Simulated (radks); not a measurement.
Ag43+, 4 electrons, occupied as [He] 2s2. Calculated with a radial shooting solver on a logarithmic mesh with Libxc functionals: scalar-relativistic Kohn-Sham, LB94 model potential, spin-polarised, spherical densities, finite nucleus; Fermi nuclear charge, rms radius 4.5454 fm.

Normalised radial functions P(r) = r R(r), r in bohr:

r	2s
0.001429	0.3620
0.001717	0.4242
0.002081	0.4989
0.002521	0.5844
0.003055	0.6813
0.003701	0.7895
0.004449	0.9031
0.00539	1.0298
0.006531	1.1611
0.007914	1.2906
0.009513	1.4042
0.01153	1.4987
0.01397	1.5510
0.01692	1.5388
0.0205	1.4359
0.02465	1.2275
0.02986	0.8731
0.03618	0.3679
0.04384	-0.2779
0.0527	-0.9893
0.06386	-1.7502
0.07737	-2.4167
0.09375	-2.8600
0.1136	-2.9739
0.1365	-2.7391
0.1654	-2.1979
0.2005	-1.5104
0.2429	-0.8666
0.292	-0.4168
0.3538	-0.1516
0.4286	-0.0407

2s: eigenvalue -7077.9 eV, 1 radial node at r = 0.0405 bohr, <r> = 0.127 bohr, 90 % of the charge inside 0.194 bohr.
